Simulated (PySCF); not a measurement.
# Simulated absorption spectrum

Species: C6H6FNO.
Bonds: O1–C2 (double), C2–N3, N3–C4, C4–C5 (double), C5–C6, C6–C7, C7–F8, C7–C9 (double), C4–C9. Hydrogens: H10 on C2; H11 on N3; H12 on C5; H13, H14 on C6; H15 on C9.

Method used: TDDFT PBE0/def2-SVPD, vertical, gas phase, core orbitals frozen in the response in PySCF. The structure is a single GFN2-xTB conformer in the gas phase; no vibrational or solvent corrections. Torsions of this conformer, `[O:1]=[CH:2][NH:3][C:4]1=[CH:5][CH2:6][C:7]([F:8])=[CH:9]1`: O1–C2–N3–C4 0°, C2–N3–C4–C5 0°.

Each state is given a Gaussian of 0.4 eV full width at half maximum, with ε(max) = 2.175×10⁸ f / Δν̃ (Δν̃ the width in cm⁻¹). The width is an assumption, not a result. The curve ends short of the highest state used, and states not computed would add to its high-energy end.

| λ (nm) | ε (L mol⁻¹ cm⁻¹) |
| --- | --- |
| 217.3 | 2615 |
| 219.4 | 3061 |
| 221.5 | 3269 |
| 223.7 | 3168 |
| 225.8 | 2805 |
| 228.0 | 2257 |
| 230.1 | 1696 |
| 232.2 | 1192 |
| 234.4 | 776 |
| 236.5 | 495 |
| 238.6 | 311 |
| 240.8 | 195 |
| 242.9 | 137 |
| 245.0 | 116 |
| 247.2 | 128 |
| 249.3 | 172 |
| 251.4 | 250 |
| 253.6 | 371 |
| 255.7 | 522 |
| 257.9 | 707 |
| 260.0 | 894 |
| 262.1 | 1073 |
| 264.3 | 1229 |
| 266.4 | 1329 |
| 268.5 | 1372 |
| 270.7 | 1350 |
| 272.8 | 1273 |
| 274.9 | 1151 |
| 277.1 | 994 |
| 279.2 | 831 |
| 281.4 | 663 |
| 283.5 | 516 |
| 285.6 | 389 |
| 287.8 | 280 |
| 289.9 | 198 |
| 292.0 | 137 |
| 294.2 | 90 |
| 296.3 | 59 |
| 298.4 | 37 |
| 300.6 | 23 |
| 302.7 | 14 |
| 304.8 | 8 |
| 307.0 | 5 |
| 309.1 | 3 |

(1) Where are the band maxima, and which computed states make them?

(2) On this curve, what absorbance would a 10⁻³ mol/L sample give at 222 nm over a 1 cm path?

(3) Coming from long wavelengths, where does ε first pass 100 L mol⁻¹ cm⁻¹?

Answers

(1) 269 nm (4.61 eV), ε about 1400, made up of S1 (100%); 222 nm (5.59 eV), ε about 3300, made up of S4 (98%) (ε in L mol⁻¹ cm⁻¹; maxima over ε = 5, shares over 10%). The states used: S1 4.61 eV (f 0.020); S2 5.22 eV (f 0.0011); S3 5.50 eV (f 0.0008); S4 5.59 eV (f 0.048); S5 6.05 eV (f 0.0000); S6 6.31 eV (f 0.427).

(2) 222 nm is 5.585 eV, where ε is about 3300 L mol⁻¹ cm⁻¹, so A = ε c l ≈ 3.3 (Beer–Lambert, with the gas-phase spectrum and the assumed width).

(3) At about 294 nm (4.22 eV), 0.39 eV below S1.
